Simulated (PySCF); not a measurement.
Potassium: a sound run and one with changed settings

Sound run: K⁺ [Ar], K²⁺ [Ne] 3s2 3p5. All numbers are calculated (PySCF 2.14, no relativity, point nucleus, in 6-31G* (5s4p3d, 32 functions)). In the sound run the correlated levels freeze [Ne] 3s2. The sound run starts from symmetry-adapted Hartree-Fock orbitals and uses a fine grid where one is needed.

Changed run: basis STO-3G. This setting is unsound on purpose.

```tsv
species	method	sound run (hartree)	changed run (hartree)	converged
K⁺	UHF	-598.97167	-593.00933	yes
K⁺	TPSS	-599.73105	-593.67674	yes
K⁺	BP86	-599.76068	-593.68987	yes
K⁺	MP2	-599.08087	-593.01816	yes
K⁺	CCSD(T)	-599.09606	-593.01939	yes
K²⁺	UHF	-597.81409	-591.89066	yes
K²⁺	TPSS	-598.52679	-592.51749	yes
K²⁺	BP86	-598.55338	-592.52873	yes
K²⁺	MP2	-597.88763	-591.89339	yes
K²⁺	CCSD(T)	-597.90301	-591.89385	yes
```

Ionisation energy of K⁺:

```
 method  sound run (eV)  changed run (eV)
    UHF          31.499            30.441
   TPSS          32.770            31.545
   BP86          32.852            31.596
    MP2          32.470            30.606
SCS-MP2          32.405            30.600
   CCSD          32.464            30.622
CCSD(T)          32.465            30.627
```

A minimal basis cannot let orbitals breathe on ionisation and holds almost no correlation.

For comparison, NIST gives 31.625 eV between the lowest levels.
